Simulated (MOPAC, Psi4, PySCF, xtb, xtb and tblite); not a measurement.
Two geometries of Si(H)3(NiPr2), SMILES CC(C)N([SiH3])C(C)C, relaxed at GFN2-xTB with one dihedral held; other torsions can differ between them too.

Structure A

```
25

Si    -1.4001    -0.1330    -0.5368
N     -0.0673     0.4286     0.3961
C     -0.2745     1.5796     1.2601
C      0.6174     1.5589     2.5054
C     -0.1054     2.9088     0.5157
C      1.3016     0.1616    -0.0253
C      1.5235     0.3742    -1.5239
C      1.7097    -1.2576     0.3749
H     -1.1165    -1.5039    -0.9585
H     -1.7266     0.6565    -1.7393
H     -2.5509    -0.0959     0.3659
H     -1.3141     1.5135     1.5972
H      1.6426     1.8409     2.2799
H      0.2305     2.2651     3.2364
H      0.6159     0.5667     2.9499
H      0.9168     3.0233     0.1610
H     -0.3352     3.7412     1.1767
H     -0.7768     2.9445    -0.3388
H      1.9593     0.8580     0.5026
H      0.9788    -0.3685    -2.1002
H      1.1802     1.3618    -1.8214
H      2.5827     0.2885    -1.7591
H      1.5629    -1.4026     1.4419
H      2.7573    -1.4302     0.1382
H      1.1057    -1.9869    -0.1568
```

Structure B

```
25

Si     0.0554     2.5735     0.0368
N      0.0094     0.8630    -0.0925
C     -1.1871     0.0558     0.0674
C     -1.8089     0.2310     1.4545
C     -2.2152     0.3493    -1.0268
C      1.2658     0.1636    -0.2864
C      1.2811    -0.6542    -1.5813
C      1.6478    -0.6992     0.9198
H      0.7779     3.0045     1.2461
H     -1.3081     3.0922     0.0908
H      0.7499     3.1205    -1.1366
H     -0.8933    -0.9945    -0.0316
H     -2.1618     1.2503     1.5833
H     -2.6482    -0.4497     1.5801
H     -1.0712     0.0225     2.2250
H     -2.5898     1.3642    -0.9342
H     -3.0524    -0.3412    -0.9504
H     -1.7585     0.2389    -2.0069
H      2.0303     0.9423    -0.3843
H      0.5898    -1.4921    -1.5330
H      0.9998    -0.0201    -2.4187
H      2.2797    -1.0459    -1.7598
H      1.6362    -0.0937     1.8231
H      2.6476    -1.1046     0.7845
H      0.9571    -1.5292     1.0489
```

### Question
Which is lower in energy at the level B3LYP-D3(BJ)/def2-SVP // GFN2-xTB in Psi4 1.11, and by how much?

### Answer
B is lower, by 3.76 kJ/mol (dihedral Si1–N2–C3–C4: 150° in A, -60° in B).

E(B) − E(A) in kJ/mol at the other levels, on the same two geometries: GFN2-xTB (xtb and tblite) -1.96; B3LYP/def2-SVP // GFN2-xTB (Psi4) -4.79; PBE/def2-SVP // GFN2-xTB (Psi4) -3.27; PBE-D3(BJ)/def2-SVP // GFN2-xTB (Psi4) -2.74; PM3, restricted, heats of formation // GFN2-xTB (MOPAC) 4.86; AM1, restricted, heats of formation // GFN2-xTB (MOPAC) -8.77; GFN1-xTB // GFN2-xTB (xtb) -6.71; restricted B3LYP/6-31G*, spherical d, density fitting // GFN2-xTB (PySCF) -3.55; restricted LDA (SVWN5)/6-31G*, spherical d, density fitting // GFN2-xTB (PySCF) 0.24; restricted M06-2X/6-31G*, spherical d, density fitting // GFN2-xTB (PySCF) -1.25; restricted Hartree-Fock/6-31G*, spherical d, density fitting // GFN2-xTB (PySCF) -6.07.
